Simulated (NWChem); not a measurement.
System meant: C2H6FNSi, singlet; SMILES CN(C)[Si]F

NWChem input:

```
start job
memory heap 200 mb stack 900 mb global 1100 mb
geometry units angstroms noautosym nocenter noautoz
  Si    -0.819533     0.904154     0.000000
  F      0.499451     1.927524     0.000000
  N      0.024538    -0.628399     0.000000
  C     -0.751336    -1.856904     0.000000
  C      1.465647    -0.816572     0.000000
  H     -0.534031    -2.478794    -0.898348
  H     -0.534031    -2.478794     0.898348
  H     -1.837267    -1.623092     0.000000
  H      1.796772    -1.387540     0.897375
  H      1.796772    -1.387540    -0.897375
  H      1.968013     0.168572     0.000000
end
basis spherical
  * library 6-31g*
end
dft
  xc xtpss03 ctpss03
  iterations 150
end
property
  shielding 9 1 2 3 4 5 6 8 9 11
end
task dft property
```

End of the output:

```
 Vector   27  Occ=0.000000D+00  E= 6.073817D-02
              MO Center= -1.1D-02,  1.6D-01,  2.3D-09, r^2= 5.5D+00
   Bfn.  Coefficient  Atom+Function         Bfn.  Coefficient  Atom+Function
  ----- ------------  ---------------      ----- ------------  ---------------
    38     -0.854641   3 N  s                10      0.811426   1 Si s
    66     -0.807081   5 C  s                11      0.797057   1 Si px
    12     -0.457924   1 Si py               52     -0.424992   4 C  s
    82      0.414949   9 H  s                84      0.414949  10 H  s
    24     -0.343706   2 F  s                54      0.290200   4 C  py

 center of mass
 --------------
 x =  -0.03834235 y =   0.24445456 z =   0.00000000

 moments of inertia (a.u.)
 ------------------
         603.655737103909          -3.375905736526           0.000000000000
          -3.375905736526         263.149118375805           0.000000000000
           0.000000000000           0.000000000000         843.593975154157

     Multipole analysis of the density
     ---------------------------------

     L   x y z        total         alpha         beta         nuclear
     -   - - -        -----         -----         ----         -------
     0   0 0 0     -0.000000    -24.000000    -24.000000     48.000000

     1   1 0 0      0.205687     -0.025145     -0.025145      0.255977
     1   0 1 0     -0.978577     -0.847425     -0.847425      0.716272
     1   0 0 1     -0.000000     -0.000000     -0.000000      0.000000

     2   2 0 0    -28.040378    -89.376255    -89.376255    150.712132
     2   1 1 0      0.157257     -0.542487     -0.542487      1.242230
     2   1 0 1      0.000000      0.000000      0.000000      0.000000
     2   0 2 0    -28.330533   -176.896472   -176.896472    325.462410
     2   0 1 1     -0.000000     -0.000000     -0.000000      0.000000
     2   0 0 2    -27.049964    -19.282648    -19.282648     11.515333

          -----------------------------------------
          Chemical Shielding Tensors (GIAO, in ppm)
          -----------------------------------------

 ------------------------------------------------------------------------
  xtpss03: d2 not coded                    0
 ------------------------------------------------------------------------
 ------------------------------------------------------------------------
  current input line :
    26: task dft property
 ------------------------------------------------------------------------
 ------------------------------------------------------------------------
 This error has not yet been assigned to a category
 ------------------------------------------------------------------------
 For more information see the NWChem manual at https://nwchemgit.github.io

0: xtpss03: d2 not coded:Received an Error in Communication
```

Q: What is wrong, and how is it mended?

A: The run crashed. Cause: this functional's second derivatives, which shieldings need, aren't coded here; the fix takes a hybrid GGA instead. This input runs:
```
start job
memory heap 200 mb stack 900 mb global 1100 mb
geometry units angstroms noautosym nocenter noautoz
  Si    -0.819533     0.904154     0.000000
  F      0.499451     1.927524     0.000000
  N      0.024538    -0.628399     0.000000
  C     -0.751336    -1.856904     0.000000
  C      1.465647    -0.816572     0.000000
  H     -0.534031    -2.478794    -0.898348
  H     -0.534031    -2.478794     0.898348
  H     -1.837267    -1.623092     0.000000
  H      1.796772    -1.387540     0.897375
  H      1.796772    -1.387540    -0.897375
  H      1.968013     0.168572     0.000000
end
basis spherical
  * library 6-31g*
end
dft
  xc pbe0
  iterations 150
end
property
  shielding 9 1 2 3 4 5 6 8 9 11
end
task dft property
```
It converges to -523.55516 Ha (PBE0/6-31G* (spherical d), GIAO).
